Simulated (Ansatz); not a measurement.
Relaxation of `CCCCCCCCCCO` with RKS PBE0-D4/def2-SVP.

```sh
$ ansatz run in.yaml --threads 4 --pin off --events-out ev --progress --plain --max-ram 6963MiB
```

```yaml
crystal:
  periodic: [false, false, false]
  atoms:
    - {symbol: C, position_ang: [5.582420, -0.151130, 0.365540]}
    - {symbol: C, position_ang: [4.136380, -0.302500, 0.822020]}
    - {symbol: C, position_ang: [3.156220, -0.164080, -0.340830]}
    - {symbol: C, position_ang: [1.704980, -0.314170, 0.109120]}
    - {symbol: C, position_ang: [0.731310, -0.170530, -1.058230]}
    - {symbol: C, position_ang: [-0.725860, -0.434210, -0.676000]}
    - {symbol: C, position_ang: [-1.307220, 0.624410, 0.259480]}
    - {symbol: C, position_ang: [-2.763270, 0.354750, 0.644750]}
    - {symbol: C, position_ang: [-3.731390, 0.471770, -0.533410]}
    - {symbol: C, position_ang: [-5.197950, 0.414850, -0.097840]}
    - {symbol: O, position_ang: [-5.576400, -0.828850, 0.441710]}
    - {symbol: H, position_ang: [5.737920, 0.827330, -0.084360]}
    - {symbol: H, position_ang: [5.829900, -0.910230, -0.373870]}
    - {symbol: H, position_ang: [6.263040, -0.254770, 1.207850]}
    - {symbol: H, position_ang: [4.004220, -1.281210, 1.289790]}
    - {symbol: H, position_ang: [3.913300, 0.456700, 1.575710]}
    - {symbol: H, position_ang: [3.288500, 0.814400, -0.809550]}
    - {symbol: H, position_ang: [3.384460, -0.923790, -1.092690]}
    - {symbol: H, position_ang: [1.571120, -1.295130, 0.571630]}
    - {symbol: H, position_ang: [1.490620, 0.443750, 0.864740]}
    - {symbol: H, position_ang: [0.817910, 0.834030, -1.478600]}
    - {symbol: H, position_ang: [1.018010, -0.879070, -1.839740]}
    - {symbol: H, position_ang: [-0.799040, -1.414980, -0.200270]}
    - {symbol: H, position_ang: [-1.317350, -0.462870, -1.592270]}
    - {symbol: H, position_ang: [-0.715160, 0.655790, 1.175700]}
    - {symbol: H, position_ang: [-1.234820, 1.605530, -0.215640]}
    - {symbol: H, position_ang: [-3.056230, 1.076250, 1.413940]}
    - {symbol: H, position_ang: [-2.825160, -0.646710, 1.080070]}
    - {symbol: H, position_ang: [-3.567440, 1.423420, -1.042690]}
    - {symbol: H, position_ang: [-3.554130, -0.335880, -1.244170]}
    - {symbol: H, position_ang: [-5.845930, 0.561440, -0.965480]}
    - {symbol: H, position_ang: [-5.401020, 1.220830, 0.623670]}
    - {symbol: H, position_ang: [-5.011960, -1.015140, 1.199920]}
basis:
  gaussian: {orbitals: def2-SVP}
hamiltonian: {xc: pbe0, dispersion: d4}
scf: {lower_state_search: "off"}
output: {orbitals: {seedname: orbitals}}
relax: {f_tol: 0.03, max_steps: 70}
```

Run time 39 s (4 threads of Arm Neoverse V2 on a shared host), peak host memory 1.1 GiB.

Positions (Å) and forces (eV/Å) at steps 1, 2, 3, 4, 5 of 5:

```xyz
33
step=1 energy=-12752.8671 eV
C     5.582   -0.151    0.366   -0.588   -0.089    0.370
C     4.136   -0.302    0.822    0.320    0.158   -0.831
C     3.156   -0.164   -0.341   -0.276   -0.169    1.005
C     1.705   -0.314    0.109    0.267    0.215   -0.964
C     0.731   -0.171   -1.058   -0.315   -0.359    0.715
C    -0.726   -0.434   -0.676    0.408    0.737    0.061
C    -1.307    0.624    0.259   -0.378   -0.756   -0.055
C    -2.763    0.355    0.645    0.251    0.360   -0.714
C    -3.731    0.472   -0.533   -0.485   -0.123    0.865
C    -5.198    0.415   -0.098    0.358   -0.535    0.041
O    -5.576   -0.829    0.442    0.126   -0.047   -0.030
H     5.738    0.827   -0.084    0.149    0.394   -0.210
H     5.830   -0.910   -0.374    0.182   -0.288   -0.317
H     6.263   -0.255    1.208    0.379   -0.027    0.268
H     4.004   -1.281    1.290   -0.100   -0.283    0.240
H     3.913    0.457    1.576   -0.127    0.180    0.315
H     3.288    0.814   -0.810    0.076    0.300   -0.249
H     3.384   -0.924   -1.093    0.083   -0.196   -0.336
H     1.571   -1.295    0.572   -0.077   -0.312    0.248
H     1.491    0.444    0.865   -0.083    0.183    0.356
H     0.818    0.834   -1.479    0.062    0.332   -0.244
H     1.018   -0.879   -1.840    0.133   -0.147   -0.306
H    -0.799   -1.415   -0.200   -0.102   -0.395    0.107
H    -1.317   -0.463   -1.592   -0.261   -0.131   -0.285
H    -0.715    0.656    1.176    0.249    0.121    0.283
H    -1.235    1.606   -0.216    0.069    0.388   -0.112
H    -3.056    1.076    1.414   -0.138    0.146    0.292
H    -2.825   -0.647    1.080   -0.080   -0.310    0.227
H    -3.567    1.423   -1.043    0.114    0.323   -0.251
H    -3.554   -0.336   -1.244    0.049   -0.216   -0.341
H    -5.846    0.561   -0.965   -0.177    0.158   -0.202
H    -5.401    1.221    0.624   -0.050    0.328    0.077
H    -5.012   -1.015    1.200   -0.037    0.059   -0.025
33
step=2 energy=-12752.9491 eV
C     5.632   -0.149    0.379   -0.317   -0.022    0.038
C     4.179   -0.299    0.815    0.012    0.028   -0.176
C     3.178   -0.168   -0.329   -0.054   -0.027    0.143
C     1.719   -0.319    0.092    0.089    0.037   -0.147
C     0.727   -0.185   -1.061   -0.020   -0.030    0.194
C    -0.735   -0.430   -0.686    0.150    0.177    0.129
C    -1.325    0.611    0.263   -0.143   -0.178   -0.098
C    -2.788    0.368    0.638    0.074    0.034   -0.235
C    -3.772    0.484   -0.524   -0.102   -0.044    0.234
C    -5.234    0.406   -0.097    0.187   -0.234    0.082
O    -5.589   -0.842    0.447    0.073    0.045   -0.018
H     5.803    0.835   -0.078    0.060    0.110   -0.064
H     5.897   -0.911   -0.366    0.070   -0.077   -0.092
H     6.322   -0.251    1.225    0.071   -0.010    0.081
H     4.040   -1.279    1.297   -0.020   -0.090    0.096
H     3.946    0.456    1.581   -0.030    0.053    0.118
H     3.312    0.813   -0.812    0.030    0.100   -0.105
H     3.411   -0.922   -1.097    0.038   -0.056   -0.133
H     1.583   -1.303    0.567   -0.030   -0.107    0.105
H     1.498    0.432    0.864   -0.046    0.051    0.132
H     0.822    0.821   -1.500    0.027    0.105   -0.103
H     1.014   -0.894   -1.852    0.019   -0.049   -0.101
H    -0.824   -1.425   -0.224   -0.048   -0.142    0.017
H    -1.333   -0.460   -1.608   -0.055   -0.036   -0.093
H    -0.728    0.641    1.186    0.055    0.033    0.090
H    -1.236    1.607   -0.198    0.041    0.139   -0.020
H    -3.079    1.089    1.419   -0.017    0.053    0.092
H    -2.867   -0.635    1.087   -0.043   -0.099    0.092
H    -3.611    1.444   -1.038    0.024    0.101   -0.091
H    -3.591   -0.314   -1.256    0.038   -0.048   -0.118
H    -5.884    0.549   -0.971   -0.050    0.051   -0.056
H    -5.452    1.229    0.612   -0.048    0.094    0.034
H    -5.038   -0.999    1.222   -0.039    0.039   -0.027
33
step=3 energy=-12752.9612 eV
C     5.615   -0.146    0.376   -0.027   -0.006    0.023
C     4.165   -0.298    0.814    0.034    0.010   -0.051
C     3.171   -0.167   -0.334   -0.016   -0.010    0.053
C     1.717   -0.323    0.096    0.011    0.011   -0.051
C     0.730   -0.190   -1.058   -0.023   -0.001    0.036
C    -0.731   -0.430   -0.685   -0.001    0.007    0.002
C    -1.319    0.608    0.266   -0.015   -0.005   -0.015
C    -2.783    0.373    0.636    0.017   -0.010   -0.020
C    -3.765    0.493   -0.525    0.011   -0.009    0.010
C    -5.223    0.396   -0.097    0.004   -0.042   -0.001
O    -5.562   -0.854    0.447    0.060    0.044    0.013
H     5.793    0.841   -0.084   -0.008   -0.030    0.014
H     5.890   -0.909   -0.371   -0.010    0.023    0.023
H     6.309   -0.247    1.226   -0.007    0.004   -0.023
H     4.026   -1.280    1.303    0.005    0.023   -0.014
H     3.929    0.456    1.587    0.007   -0.017   -0.021
H     3.304    0.817   -0.823   -0.005   -0.026    0.014
H     3.406   -0.919   -1.110   -0.007    0.021    0.022
H     1.582   -1.310    0.577    0.006    0.025   -0.013
H     1.492    0.425    0.878    0.007   -0.022   -0.023
H     0.830    0.815   -1.510   -0.002   -0.030    0.013
H     1.016   -0.902   -1.853   -0.004    0.010    0.019
H    -0.832   -1.435   -0.231    0.004    0.029   -0.017
H    -1.330   -0.459   -1.611    0.006    0.001    0.017
H    -0.723    0.636    1.194   -0.012   -0.001   -0.015
H    -1.219    1.613   -0.187    0.002   -0.028    0.016
H    -3.071    1.096    1.421    0.007   -0.007   -0.014
H    -2.874   -0.631    1.094    0.000    0.028   -0.012
H    -3.610    1.461   -1.036   -0.009   -0.022    0.013
H    -3.574   -0.296   -1.272    0.006    0.033    0.018
H    -5.874    0.536   -0.974   -0.002    0.002    0.016
H    -5.456    1.224    0.607    0.001   -0.023   -0.007
H    -5.029   -0.989    1.238   -0.040    0.016   -0.027
33
step=4 energy=-12752.9626 eV
C     5.613   -0.144    0.377   -0.001    0.000   -0.003
C     4.164   -0.298    0.812    0.001   -0.001    0.006
C     3.168   -0.168   -0.332    0.001    0.001   -0.008
C     1.715   -0.326    0.094   -0.003   -0.002    0.008
C     0.727   -0.194   -1.058    0.004    0.001   -0.010
C    -0.734   -0.430   -0.685    0.001   -0.005    0.002
C    -1.318    0.608    0.267   -0.001    0.004    0.000
C    -2.780    0.377    0.636   -0.001   -0.003    0.008
C    -3.762    0.498   -0.524    0.009    0.000   -0.011
C    -5.218    0.391   -0.099   -0.012   -0.011    0.000
O    -5.550   -0.861    0.444    0.038    0.012    0.011
H     5.790    0.842   -0.083   -0.003   -0.011    0.005
H     5.889   -0.907   -0.369   -0.004    0.009    0.009
H     6.307   -0.244    1.226   -0.009    0.002   -0.009
H     4.026   -1.279    1.302    0.001    0.009   -0.006
H     3.927    0.455    1.586    0.002   -0.006   -0.008
H     3.301    0.815   -0.822   -0.002   -0.009    0.006
H     3.405   -0.919   -1.109   -0.002    0.007    0.009
H     1.581   -1.312    0.576    0.002    0.009   -0.006
H     1.489    0.421    0.876    0.002   -0.008   -0.009
H     0.829    0.810   -1.512   -0.001   -0.012    0.005
H     1.012   -0.908   -1.851   -0.002    0.003    0.009
H    -0.838   -1.434   -0.233    0.001    0.014   -0.005
H    -1.333   -0.456   -1.611    0.009    0.003    0.009
H    -0.722    0.632    1.195   -0.006   -0.003   -0.009
H    -1.213    1.613   -0.184    0.001   -0.014    0.005
H    -3.068    1.100    1.421    0.003   -0.002   -0.009
H    -2.874   -0.627    1.093   -0.001    0.014   -0.009
H    -3.612    1.469   -1.030   -0.006   -0.008    0.010
H    -3.565   -0.285   -1.276    0.001    0.014    0.009
H    -5.871    0.527   -0.976    0.001   -0.001    0.008
H    -5.459    1.216    0.605    0.004   -0.012   -0.004
H    -5.028   -0.984    1.244   -0.028    0.006   -0.012
33
step=5 energy=-12752.9635 eV
C     5.611   -0.142    0.377    0.000    0.000    0.000
C     4.163   -0.298    0.812    0.000    0.000   -0.001
C     3.167   -0.169   -0.333    0.000    0.000    0.001
C     1.715   -0.329    0.094    0.001   -0.001    0.000
C     0.727   -0.200   -1.058    0.000   -0.001   -0.002
C    -0.734   -0.433   -0.684    0.000   -0.001    0.001
C    -1.314    0.608    0.266   -0.003    0.005   -0.001
C    -2.779    0.386    0.633    0.005   -0.011    0.000
C    -3.760    0.514   -0.526   -0.006   -0.001    0.015
C    -5.215    0.380   -0.101    0.012   -0.015   -0.008
O    -5.525   -0.880    0.434    0.015    0.012    0.020
H     5.787    0.843   -0.084    0.000    0.000    0.000
H     5.888   -0.905   -0.369    0.000    0.000    0.000
H     6.305   -0.241    1.225    0.000    0.000    0.000
H     4.026   -1.278    1.302    0.000    0.000    0.000
H     3.925    0.455    1.585    0.000    0.000    0.000
H     3.298    0.814   -0.822    0.000   -0.001    0.000
H     3.405   -0.920   -1.109    0.001    0.000    0.000
H     1.583   -1.315    0.577   -0.001    0.001    0.000
H     1.488    0.418    0.875   -0.001   -0.001    0.000
H     0.831    0.801   -1.516    0.000    0.000   -0.001
H     1.010   -0.918   -1.847   -0.001   -0.001    0.001
H    -0.840   -1.436   -0.230   -0.003    0.000    0.002
H    -1.333   -0.459   -1.609   -0.001    0.004   -0.001
H    -0.721    0.628    1.196    0.000    0.001    0.000
H    -1.201    1.612   -0.183    0.000    0.000   -0.001
H    -3.062    1.109    1.420    0.000    0.000   -0.001
H    -2.881   -0.618    1.086    0.000    0.005   -0.001
H    -3.624    1.495   -1.016    0.000    0.004   -0.002
H    -3.551   -0.254   -1.289   -0.004    0.001   -0.003
H    -5.870    0.512   -0.977    0.004    0.006    0.005
H    -5.468    1.196    0.609   -0.007   -0.005   -0.004
H    -5.049   -0.977    1.265   -0.012    0.000   -0.019
```
